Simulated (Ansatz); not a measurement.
Computed with Ansatz.

Basis-set series for AlH$_{5}$SiZn (`[AlH2][SiH2][ZnH]`). Total charge 0; spin multiplicity 1. The geometry is a stationary point of PBE0-D4/def2-TZVP.

```csv
functional,basis,functions,energy (Eh),HOMO (eV),LUMO (eV)
PBE0-D4,def2-SVP,92,-2313.37331,-6.89,-1.99
PBE0-D4,def2-TZVPP,218,-2313.81889,-6.94,-2.09
ωB97M-V,def2-SVP,92,-2313.70169,-8.74,-0.29
ωB97M-V,def2-TZVPP,218,-2314.14830,-8.84,-0.51
```

**Question.** Give the rows for def2-QZVPP. (Best estimate.)

**Answer.** The calculation gave: 
```
functional       basis  functions  energy (Eh)  HOMO (eV)  LUMO (eV)
   PBE0-D4  def2-QZVPP        390  -2313.87878      -6.93      -2.10
   ωB97M-V  def2-QZVPP        390  -2314.20676      -8.84      -0.59
```

Scalar relativity is left out up to krypton.
